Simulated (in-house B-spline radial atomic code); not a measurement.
How G0W0 and RPA depend on the start: Al III (Al2+)

Configuration [Ne] 3s1, highest spin. Computed with an all-electron radial atomic-structure program (B-spline basis): all electrons, scalar-relativistic (spin-free one-electron X2C), finite nucleus, each spin shell either full or empty, empty states to l = 9 with an (l + 1/2)⁻⁴ tail; G0W0 by contour deformation at full frequency.

RPA overbinds a lone outer s electron by self-correlation, and G0W0 tends to as well.

| start | mean-field 3s up (eV) | G0W0 (eV) | QP weight | RPA correlation (Eh) |
| --- | --- | --- | --- | --- |
| Hartree-Fock | -28.111 | -28.974 | 0.977 | -0.57654 |
| LDA VWN5 | -24.585 | -29.268 | 0.947 | -0.65223 |
| PBE | -24.481 | -29.227 | 0.946 | -0.65074 |
| PBE0 | -25.500 | -29.162 | 0.959 | -0.62899 |
| r2SCAN | -24.692 | -29.205 | 0.952 | -0.63725 |
| HSE06 | -25.122 | -29.177 | 0.955 | -0.63174 |
| B3LYP (VWN-RPA) | -25.422 | -29.189 | 0.957 | -0.63419 |
| SCAN | -24.726 | -29.204 | 0.952 | -0.63675 |
| TPSS | -24.435 | -29.208 | 0.947 | -0.64553 |
| BHandHLYP | -26.488 | ? | ? | ? |
| CAM-B3LYP | -26.960 | -29.132 | 0.968 | -0.62394 |
| LC-wPBE | -28.242 | -29.100 | 0.975 | -0.62219 |
| wB97X | -27.596 | -29.062 | 0.974 | -0.61783 |
| PBEsol | -24.443 | -29.242 | 0.947 | -0.6509 |
| BLYP | -24.464 | -29.235 | 0.947 | -0.65188 |
| r2SCAN0 | -25.651 | ? | ? | ? |
| LDA exchange-only | -23.841 | -29.245 | 0.946 | -0.65199 |

Q: What G0W0 level, weight and RPA correlation energy follow from the BHandHLYP start?

A: G0W0 level -29.104 eV, weight 0.967, RPA correlation -0.61068 hartree.

Q: What G0W0 level, weight and RPA correlation energy follow from the r2SCAN0 start?

A: G0W0 level -29.146 eV, weight 0.961, RPA correlation -0.62045 hartree.

Q: How much of the dependence on the start does G0W0 remove?

A: The mean-field levels span 4.4 eV and the G0W0 levels 0.294 eV. Against 28.448 eV (NIST, measured) the G0W0 removal energies are off by +0.53 to +0.82 eV, with spin-orbit coupling, Breit and QED terms left out.
